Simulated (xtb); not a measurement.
BaF2, triplet, at the geometry of the source list (GFN-xTB shapes and energies of metal compounds can be far from the true ones) (a higher spin typed on purpose: for a closed-shell molecule this is an excited state); GFN1-xTB in xtb 6.7.1.

xtb was given this input:
```
$ xtb mol.xyz --gfn 1 --uhf 2 --etemp 3000 --json

# file mol.xyz
3

Ba    -0.00000000    -0.00000000    -0.00000000
F     -0.26440000     1.57390000    -1.38310000
F      0.26440000    -1.57390000     1.38310000
```

Q: Predict the main parts of the log of this xtb run.

A: 
```
   ID    Z sym.   atoms
    1   56 Ba     1
    2    9 F      2, 3

           -------------------------------------------------
          |                Calculation Setup                |
           -------------------------------------------------

           -------------------------------------------------
          |                 G F N 1 - x T B                 |
           -------------------------------------------------

          ...................................................
          :                      SETUP                      :
          :.................................................:
          :  # basis functions                  18          :
          :  # atomic orbitals                  17          :
          :  # shells                            7          :
          :  # electrons                        16          :
          :  # halogen bonds                     0          :
          :  max. iterations                   250          :
          :  Hamiltonian                  GFN1-xTB          :
          :  restarted?                      false          :
          :  GBSA solvation                  false          :
          :  PC potential                    false          :
          :  electronic temp.         3000.0000000     K    :
          :  accuracy                    1.0000000          :
          :  -> integral cutoff          0.2500000E+02      :
          :  -> integral neglect         0.1000000E-07      :
          :  -> SCF convergence          0.1000000E-05 Eh   :
          :  -> wf. convergence          0.2000000E-04 e    :
          :  Broyden damping             0.4000000          :
          :  net charge                          0          :
          :  unpaired electrons                  2          :
          ...................................................

 iter      E             dE          RMSdq      gap      omega  full diag
   1     -9.0359496 -0.903595E+01  0.192E+01    0.00       0.0  T
   2    -10.7237681 -0.168782E+01  0.759E+00    3.38       1.0  T
   3    -10.7412185 -0.174504E-01  0.526E+00    3.17       1.0  T
   4    -10.5778772  0.163341E+00  0.654E+00    0.38       1.0  T
   5    -10.1294615  0.448416E+00  0.111E+01    0.00       1.0  T
   6    -10.7700481 -0.640587E+00  0.176E+00    1.94       1.0  T
   7    -10.7551760  0.148720E-01  0.327E+00    2.48       1.0  T
   8    -10.7550006  0.175426E-03  0.333E+00    2.49       1.0  T
   9    -10.7581092 -0.310860E-02  0.295E+00    2.37       1.0  T
  10    -10.7652603 -0.715113E-02  0.218E+00    2.10       1.0  T
  11    -10.7685086 -0.324830E-02  0.177E+00    1.96       1.0  T
  12    -10.7740542 -0.554557E-02  0.884E-01    1.67       1.0  T
  13    -10.7753931 -0.133887E-02  0.544E-01    1.57       1.0  T
  14    -10.7762424 -0.849278E-03  0.147E-01    1.45       1.0  T
  15    -10.7762895 -0.470909E-04  0.784E-02    1.41       1.0  T
  16    -10.7762948 -0.539769E-05  0.316E-02    1.42       1.8  T
  17    -10.7762978 -0.290660E-05  0.437E-03    1.42      13.2  T
  18    -10.7762978 -0.105364E-08  0.856E-04    1.42      67.5  T
  19    -10.7762978 -0.407244E-09  0.114E-05    1.42    5051.3  T
  20    -10.7762978 -0.959233E-13  0.931E-07    1.42   62031.0  T

   *** convergence criteria satisfied after 20 iterations ***

 transition dipole moment (au) for excitation:           8           9
     X       Y       Z
  -0.0166   0.0991   0.1160  total (au/Debye):    0.154   0.390
 dE (eV)             :    6.133
 oscillator strength :  0.50067E-02

         :::::::::::::::::::::::::::::::::::::::::::::::::::::
         ::                     SUMMARY                     ::
         :::::::::::::::::::::::::::::::::::::::::::::::::::::
         :: total energy             -10.767883909404 Eh    ::
         :: gradient norm              0.021015988954 Eh/a0 ::
         :: HOMO-LUMO gap              1.423402402584 eV    ::
         ::.................................................::
         :: SCC energy               -10.776297756668 Eh    ::
         :: -> electrostatic           0.062083633326 Eh    ::
         :: repulsion energy           0.008690280999 Eh    ::
         :: dispersion energy         -0.000276433735 Eh    ::
         :: halogen bond corr.         0.000000000000 Eh    ::
         :: add. restraining           0.000000000000 Eh    ::
         :: total charge              -0.000000000021 e     ::
         :::::::::::::::::::::::::::::::::::::::::::::::::::::

           -------------------------------------------------
          |                Property Printout                |
           -------------------------------------------------

    * Orbital Energies and Occupations

         #    Occupation            Energy/Eh            Energy/eV
      -------------------------------------------------------------
         1        2.0000           -0.7752393             -21.0953
         2        2.0000           -0.7681324             -20.9019
         3        1.8771           -0.4996834             -13.5971
         4        1.8771           -0.4996834             -13.5971
         5        1.8311           -0.4961507             -13.5009
         6        1.8068           -0.4945918             -13.4585
         7        1.8039           -0.4944111             -13.4536
         8        1.8039           -0.4944111             -13.4536
         9        0.9065           -0.2690375              -7.3209 (HOMO)
        10        0.0379           -0.2167284              -5.8975 (LUMO)
        11        0.0379           -0.2167284              -5.8975
        12        0.0177           -0.2092720              -5.6946
        13        0.0000           -0.1463197              -3.9816
        14        0.0000           -0.1463197              -3.9816
        15        0.0000           -0.0964380              -2.6242
        16        0.0000           -0.0964380              -2.6242
        17                          0.0919181               2.5012
      -------------------------------------------------------------
                  HL-Gap            0.0523091 Eh            1.4234 eV
             Fermi-level           -0.3642323 Eh           -9.9113 eV

  Mulliken/CM5 charges         n(s)   n(p)   n(d)
     1Ba    0.69179  1.17999   0.858  0.110  0.340
     2F    -0.34589 -0.59000   1.939  5.407  0.000
     3F    -0.34589 -0.59000   1.939  5.407  0.000

Wiberg/Mayer (AO) data.
largest (>0.10) Wiberg bond orders for each atom

 ---------------------------------------------------------------------------
     #   Z sym  total        # sym  WBO       # sym  WBO       # sym  WBO
 ---------------------------------------------------------------------------
     1  56 Ba   0.561 --     2 F    0.280     3 F    0.280
     2   9 F    0.287 --     1 Ba   0.280
     3   9 F    0.287 --     1 Ba   0.280
 ---------------------------------------------------------------------------

 dipole moment from electron density (au)
     X       Y       Z
   0.0000  -0.0000   0.0000  total (Debye):    0.000

           -------------------------------------------------
          | TOTAL ENERGY              -10.767883909404 Eh   |
          | GRADIENT NORM               0.021015988954 Eh/α |
          | HOMO-LUMO GAP               1.423402402584 eV   |
           -------------------------------------------------

normal termination of xtb
```
